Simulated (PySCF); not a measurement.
Isomers of C7H9FO, mass 128.064 u with the commonest isotopes. Level of theory: PBE0-D3(BJ)/def2-SVP geometry optimisation, gas phase (PySCF 2.14.0). One conformer each, none proved a minimum here; rigid rotors.

Question: Order these by out-of-plane moment Σ m c² = (Ia + Ib − Ic)/2, largest first.
A. `O=C1C[C@@H]2C[C@H](F)[C@H]1C2`
B. `[CH3:1][C@H:2]1[CH2:3][CH:4]=[C:5]([F:6])[C:7](=[O:8])[CH2:9]1` with C1–C2–C3–C4 174°, C2–C3–C4–C5 -21°, C4–C5–C7–O8 179°, C5–C7–C9–C2 33°
C. `[CH:1]#[C:2][C@@H:3]1[CH2:4][CH2:5][C@:6]1([F:7])[O:8][CH3:9]` with C5–C6–O8–C9 -174°, C2–C3–C4–C5 -101°, C3–C4–C5–C6 -16°, C4–C5–C6–F7 -93°, C2–C3–C6–C5 100°
D. `O=C1C[C@@H]2C[C@@H](F)[C@H]1C2`
E. `[O:1]=[CH:2][C@@:3]12[CH2:4][CH2:5][C@@H:6]1[CH2:7][C@@H:8]2[F:9]` with O1–C2–C3–C4 158°

Answer: E (79.15 u·Å²), A (68.33 u·Å²), D (59.12 u·Å²), C (49.11 u·Å²), B (10.52 u·Å²).

Question: Order these by dipole moment, smallest first.
A. `[O:1]=[CH:2][C@@:3]12[CH2:4][CH2:5][C@@H:6]1[CH2:7][C@@H:8]2[F:9]` with O1–C2–C3–C4 158°
B. `O=C1C[C@@H]2C[C@H](F)[C@H]1C2`
C. `O=C1C[C@@H]2C[C@@H](F)[C@H]1C2`
D. `[CH:1]#[C:2][C@@H:3]1[CH2:4][CH2:5][C@:6]1([F:7])[O:8][CH3:9]` with C5–C6–O8–C9 -174°, C2–C3–C4–C5 -101°, C3–C4–C5–C6 -16°, C4–C5–C6–F7 -93°, C2–C3–C6–C5 100°
E. `[CH3:1][C@H:2]1[CH2:3][CH:4]=[C:5]([F:6])[C:7](=[O:8])[CH2:9]1` with C1–C2–C3–C4 174°, C2–C3–C4–C5 -21°, C4–C5–C7–O8 179°, C5–C7–C9–C2 33°
F. `[CH2:1]=[C:2]1[C:3](=[CH2:4])[C@@H:5]([O:6][CH3:7])[C@@H:8]1[F:9]` with C3–C5–O6–C7 -178°, C1–C2–C3–C4 32°, C2–C3–C5–O6 -138°, C3–C5–C8–F9 137°, C1–C2–C8–C5 157°

Answer: F (0.49 D), D (0.86 D), C (2.67 D), A (2.99 D), B (4.15 D), E (4.43 D).

Question: Order these by rotational constant A, largest first.
A. `[CH3:1][C@H:2]1[CH2:3][CH:4]=[C:5]([F:6])[C:7](=[O:8])[CH2:9]1` with C1–C2–C3–C4 174°, C2–C3–C4–C5 -21°, C4–C5–C7–O8 179°, C5–C7–C9–C2 33°
B. `O=C1C[C@@H]2C[C@@H](F)[C@H]1C2`
C. `[CH2:1]=[C:2]1[C:3](=[CH2:4])[C@@H:5]([O:6][CH3:7])[C@@H:8]1[F:9]` with C3–C5–O6–C7 -178°, C1–C2–C3–C4 32°, C2–C3–C5–O6 -138°, C3–C5–C8–F9 137°, C1–C2–C8–C5 157°
D. `[CH:1]#[C:2][C@@H:3]1[CH2:4][CH2:5][C@:6]1([F:7])[O:8][CH3:9]` with C5–C6–O8–C9 -174°, C2–C3–C4–C5 -101°, C3–C4–C5–C6 -16°, C4–C5–C6–F7 -93°, C2–C3–C6–C5 100°
E. `[C@H]12C[C@H](CC1=O)C[C@@H]2F`

Answer: A (2927 MHz), B (2698 MHz), C (2228 MHz), E (2177 MHz), D (2072 MHz).

```tsv
SMILES	point group	Ia (u·Å²)	Ib (u·Å²)	Ic (u·Å²)	κ	μa (D)	μb (D)	μc (D)
C[C@H]1CC=C(F)C(=O)C1	C1	172.68	402.61	554.26	-0.66	3.84	2.17	0.39
C#C[C@@H]1CC[C@]1(F)OC	C1	243.89	295.99	441.66	0.21	0.84	0.13	0.16
O=C1C[C@@H]2C[C@@H](F)[C@H]1C2	C1	187.32	320.99	390.08	-0.60	0.50	2.62	0.01
O=C1C[C@@H]2C[C@H](F)[C@H]1C2	C1	232.14	251.96	347.43	0.53	2.90	2.91	0.62
O=C[C@@]12CC[C@@H]1C[C@@H]2F	C1	244.46	304.12	390.28	-0.05	2.08	2.11	0.46
C=C1C(=C)[C@@H](OC)[C@@H]1F	C1	226.85	349.65	555.26	-0.19	0.22	0.43	0.04
```
